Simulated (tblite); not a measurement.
Species: C7H14GeO.
Cartesian coordinates in Å at the GFN2-xTB level; atoms count from 1:
```xyz
23
C7H14GeO angstrom
Ge     2.5518    0.2451    0.5253
O      1.6116   -0.3648   -0.8020
C      0.2254   -0.3770   -1.0634
C     -0.3559   -1.7667   -0.7814
C     -0.6180   -1.7378    0.7213
C     -1.1565   -0.3266    0.9779
C     -0.6060    0.5242   -0.1624
C     -1.4526    1.6077   -0.7595
C     -0.2301    1.9621    0.0320
H      1.8364    0.1422    1.8429
H      2.9555    1.6747    0.2825
H      3.7370   -0.6582    0.4490
H      0.1154   -0.1009   -2.1199
H      0.3371   -2.5519   -1.0767
H     -1.2898   -1.8811   -1.3329
H     -1.3125   -2.5136    1.0406
H      0.3249   -1.8832    1.2538
H     -2.2486   -0.3242    0.9525
H     -0.8442    0.0523    1.9526
H     -1.4253    1.7590   -1.8285
H     -2.4207    1.7961   -0.3181
H     -0.3583    2.4000    1.0114
H      0.6189    2.3495   -0.5140
```

Computed with GFN2-xTB (tblite): harmonic, unscaled wavenumbers at the GFN2-xTB geometry, gas phase. This tight-binding method is rough: wavenumbers can miss measured ones by several per cent, in bad cases by 10 to 20. Modes of hydrogen on germanium can be 10 to 20 % off. One conformer, not necessarily the lowest.

Harmonic wavenumbers (cm⁻¹): 55.4, 71.9, 93.9, 123.2, 197.2, 230.7, 297.1, 327.4, 349.7, 489.2, 502.0, 535.8, 578.8, 614.6, 650.9, 771.8, 802.1, 814.3, 822.3, 838.6, 842.6, 871.2, 912.7, 932.2, 963.9, 980.7, 1015.4, 1033.3, 1044.3, 1068.6, 1075.0, 1098.7, 1113.2, 1148.7, 1155.9, 1164.2, 1214.1, 1242.2, 1259.0, 1292.7, 1307.1, 1312.3, 1318.3, 1393.2, 1430.6, 1465.6, 1478.9, 1489.7, 1494.8, 1916.2, 1975.2, 2062.4, 2888.6, 2954.0, 2967.7, 2978.6, 2988.7, 3006.2, 3021.5, 3063.0, 3073.3, 3078.0, 3093.9.

A = 1736, B = 876.8, C = 729.7 MHz; mass 188.026 u (most abundant isotopes); point group C1, symmetry number 1.

Question: What is the zero-point energy?

Answer: ½Σν̃ = 41177 cm⁻¹ = 117.73 kcal/mol.

Question: What is S at 273.15 K and 1 bar for an ideal gas of classical rigid rotors and harmonic oscillators?

Answer: Translation 41.19, rotation 29.79, vibration 26.40: S = 97.4 cal/(mol K).

Question: And Cp and H(273.15 K) − H(0)?

Answer: Cp = 38.20 cal/(mol K), of which vibrations give 30.25 (their classical limit is 63 R = 125.2); H(273.15 K) − H(0) = 6.07 kcal/mol without the zero-point energy, 3.90 from vibrations.

Question: What must be added to the electronic energy to get the Gibbs energy at 273.15 K and 1 bar?

Answer: ZPE + [H(273.15 K) − H(0)] − T·S = 117.73 + 6.07 − 26.60 = 97.20 kcal/mol.

Question: Which modes carry the vibrational entropy at 273.15 K?

Answer: 55.4 cm⁻¹: 4.44; 71.9 cm⁻¹: 3.93; 93.9 cm⁻¹: 3.41; 123.2 cm⁻¹: 2.88; 197.2 cm⁻¹: 2.00; 230.7 cm⁻¹: 1.72 cal/(mol K); the other 57 give 8.03 together.

Hindered rotation and anharmonicity are outside this model. Other conformers, if any are populated, would add a mixing term that is left out. The structure is chiral; the term R ln 2 for an equal mix with its mirror image is left out.

Hardware: one thread, Arm Neoverse V2 (aarch64), no GPU, shared host with 96 logical CPUs at a one-minute load of 11. Cost: 0.85 s of wall time. The figure is for the frequency step alone.
